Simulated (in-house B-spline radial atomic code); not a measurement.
Relativistic effects in Ag XI (Ag10+), [Kr] 4d1: non-relativistic Hartree-Fock (point nucleus) against Dirac-Hartree-Fock (Fermi nucleus of rms radius 4.5454 fm), both averages of the configuration, computed with an all-electron radial atomic-structure program (B-spline basis).

| orbital | ε NR (Eh) | ε Dirac (Eh) | <r> NR (bohr) | <r> Dirac (bohr) | change of <r> (%) |
| --- | --- | --- | --- | --- | --- |
| 1s1/2 | -921.35 | -950.64 | 0.03239 | 0.0311 | -4.0 |
| 2s1/2 | -142.45 | -149.54 | 0.1402 | 0.1343 | -4.2 |
| 2p1/2 | -132.75 | -139.07 | 0.12 | 0.1142 | -4.9 |
| 2p3/2 | -132.75 | -132.6 | 0.12 | 0.1192 | -0.7 |
| 3s1/2 | -33.295 | -34.747 | 0.3775 | 0.3651 | -3.3 |
| 3p1/2 | -29.327 | -30.542 | 0.3697 | 0.3572 | -3.4 |
| 3p3/2 | -29.327 | -29.354 | 0.3697 | 0.3674 | -0.6 |
| 3d3/2 | -22.054 | -21.971 | 0.3429 | 0.3411 | -0.5 |
| 3d5/2 | -22.054 | ? | 0.3429 | ? | ? |
| 4s1/2 | -10.632 | -10.939 | 0.8814 | 0.8594 | -2.5 |
| 4p1/2 | -9.1234 | -9.3611 | 0.9192 | 0.8965 | -2.5 |
| 4p3/2 | -9.1234 | -9.1233 | 0.9192 | 0.9163 | -0.3 |
| 4d3/2 | -6.9543 | -6.9303 | 1.005 | 1.005 | 0.0 |
| 4d5/2 | -6.9543 | ? | 1.005 | ? | ? |

(1) What happens to 4d5/2?

(2) What happens to 3d5/2?

(3) What explains the pattern of contraction and expansion?

(4) By how much does the total energy change?

Results:

(1) Its energy goes to -6.893 hartree and <r> to 1.012 bohr (+0.63 %).

(2) Its energy goes to -21.735 hartree and <r> to 0.3444 bohr (+0.45 %).

(3) Expansion is seen in 3d5/2, 4d5/2. The s and p1/2 orbitals contract directly, screen the nucleus better, and so push out orbitals that have little density near the nucleus; spin-orbit coupling adds to this for j = l + 1/2 and opposes it for j = l - 1/2.

(4) By -117.2 hartree, from -5168.094 to -5285.297.
